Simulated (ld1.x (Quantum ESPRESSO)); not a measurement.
**W: one change to an RRKJ potential, before and after**

tungsten, norm-conserving RRKJ (Kleinman–Bylander form), made with ld1.x (Quantum ESPRESSO) 7.5 (PBE, scalar-relativistic). Core [Xe] 4f14, reference 5d4 6s1.5 6p0 (charge +0.5). Waves: 6p (bound, empty): rc 3.80 bohr; 5d (bound): rc 2.55 bohr; 6s (bound): rc 2.35 bohr. Local part: the s channel. Core correction: a·sin(br)/r model core, default radius (core density twice the valence density). rho0 = 0.005.

All-electron outer shells of the reference configuration (PBE, scalar-relativistic, ld1.x):

```
shell  level (eV)  outermost node (bohr)  outermost maximum (bohr)
   4f      -36.79                      –                      0.43
   6s       -8.86                   1.28                      2.61
   5d       -7.98                   0.63                      1.49
   6p       -3.97                   1.53                      3.52
```

Change: all radii but the core radius scaled by about 1.36 (s 3.20, p 5.18, d 3.48 bohr).

Cutoffs: the cutoffs (Ry, on a coarse ladder) from which the occupation-weighted sum of valence levels, in a spherical-Bessel basis at the reference potential, stays within 10 and 1 mRy of its value at 400 Ry; they do not see the model core or the augmentation charge, which bear on the density cutoff. Errors are all-electron minus pseudo energies relative to the spin-unpolarised reference configuration.

**Question.** Predict the effect on cutoff, ghosts and configuration errors.

**Answer.** The potential gets softer (21 Ry and 30 Ry → 15 Ry and 18 Ry); of the 7 tests that both files solve, the error grows in 3 and shrinks in 2 by more than 15 % and 0.3 meV (median size 35.7 → 41.6 meV); neither file shows a bound ghost. A larger radius leaves more room for a smooth pseudo-wave, so fewer plane waves are needed.

| quantity | base | changed |
| --- | --- | --- |
| cutoff, loose | 21 Ry | 15 Ry |
| cutoff, tight | 30 Ry | 18 Ry |
| loose cutoff by channel (10 mRy a level) | d 18 Ry, s 6 Ry | d 12 Ry, s 6 Ry |
| bound ghosts | none | none |
| error for 5d4 6s2 6p0, meV [ΔE -3.63 eV] | 0.0 | -0.2 |
| error for 5d4 6s1 6p0, meV [ΔE 5.25 eV] | -3.8 | -6.9 |
| error for 5d4 6s0 6p0, meV [ΔE 20.93 eV] | -36 | -105 |
| error for 5d3 6s2 6p0, meV [ΔE 5.20 eV] | -50 | +106 |
| error for 5d2 6s0 6p0, meV [ΔE 83.52 eV] | -647 | +213 |
| error for 5d4 6s1 6p1, meV [ΔE 0.86 eV] | -4.9 | -2.1 |
| error for 5d5 6s1 6p0, meV [ΔE -2.09 eV] | -37 | +42 |
